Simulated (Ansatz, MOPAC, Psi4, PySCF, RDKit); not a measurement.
Dimer: C2H4 (SMILES C=C) (first 6 atoms) with CH5N (SMILES CN); geometry from B3LYP-D3(BJ)/def2-TZVP, rigid monomers moved along the line of their centres of mass till H5···N8 is 2.85 Å.
(charge 0, multiplicity 1):
```xyz
13

C     -0.64297     0.26062     0.06777
C      0.54211    -0.19982     0.44388
H     -0.91349     0.36676    -0.97638
H     -1.39485     0.55140     0.79203
H      0.81222    -0.30577     1.48927
H      1.28680    -0.48808    -0.28980
C     -0.61030     0.32488     4.32552
N      0.74334    -0.23044     4.34095
H     -1.27508    -0.36851     3.80828
H     -0.60793     1.25640     3.75767
H     -1.03868     0.53148     5.31513
H      0.76823    -1.10602     4.84940
H      1.38655     0.40030     4.80385
```

Counterpoise-corrected where a basis set is named; no monomer relaxation. Rows marked so take none.

Frozen-core correlation. Rows in 6-31G* carry no dispersion term and start afresh at each structure (6-31G* with six Cartesian d functions). MP2/6-31G* freezes PySCF's default core. The state that AM1 reach isn't checked.

Programs: Ansatz (Gaussian orbitals); MOPAC for AM1 (differences of heats of formation); Psi4 for SAPT; PySCF for 6-31G* rows, the dispersion terms; RDKit for the force fields. 

```
level                         interaction energy (kcal/mol)
----------------------------  -----------------------------
MMFF94                                                -0.81
AM1                                                   -0.16
HF/6-31G* (no counterpoise)                           -1.16
r2SCAN-D3(BJ)/def2-TZVPPD                             -1.59
B3LYP-D3(BJ)/def2-TZVPPD                              -1.73
MP2/6-31G* (no counterpoise)                          -2.22
MP2/aug-cc-pVDZ                                       -1.56
CCSD(T)/aug-cc-pVDZ                                   -1.55
SAPT0/jun-cc-pV(D+d)Z                                     …
```

Problem. What belongs in the gaps?

Solution. 
- SAPT0/jun-cc-pV(D+d)Z, interaction energy (kcal/mol): -1.44

Ansatz is a first-principles code.
